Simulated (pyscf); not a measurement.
# F–ZnH, singlet

Gas-phase minimum from PySCF at ωB97X-D3(BJ)/def2-SVP, one conformer. 

SMILES: [F][ZnH]
```xyz
3

F      1.0367     0.2448    -1.5516
Zn     0.9741     0.0195     0.1778
H      0.9196    -0.1759     1.6771
```

Bond lengths (Å): F1–Zn2 1.745, Zn2–H3 1.513. Bond angles (°): F1–Zn2–H3 180.0.

Properties at ωB97X-D3(BJ)/def2-SVP:

```json
{
 "harmonic_wavenumbers_unscaled": "460, 460, 694, 1966 cm⁻¹",
 "zero_point_energy": "5.1 kcal/mol",
 "rotational_symmetry_number": "1",
 "Entropy of this conformer at 298 K and 1 atm, rigid rotor and harmonic oscillator, modes under 100 cm⁻¹ raised to 100": "233.4 J/(mol K)",
 "dipole_moment": "1.95 D"
}
```

Single-point totals, which compare only within one level (frozen core for MP2 and CC):

| level | total energy (hartree) |
|---|---|
| ωB97X-D3(BJ)/def2-TZVP | -1879.87224 |
| PBE/def2-TZVP | -1879.54164 |
| r²SCAN/def2-TZVP | -1879.84909 |
| B3LYP-D3(BJ)/def2-TZVP | -1879.96051 |
| PBE0-D3(BJ)/def2-TZVP | -1879.55741 |
| M06-2X/def2-TZVP | -1879.83903 |
| ωB97M-D3(BJ)/def2-TZVP | -1879.94949 |
| HF/def2-TZVPP | -1877.88656 |
| MP2/def2-TZVPP | -1878.98411 |
| CCSD/def2-TZVPP | -1878.90516 |
| CCSD(T)/def2-TZVPP | -1878.92915 |

The CCSD(T) − MP2 part came from Ansatz, without density fitting, on the same reference. The frozen core leaves the outer d or s,p core shells of the metals and heavy elements correlated in the MP2 and CC values, and def2-TZVPP describes them poorly, so these totals are far from the basis limit. Elements up to Kr have no core potential and no relativistic terms here.
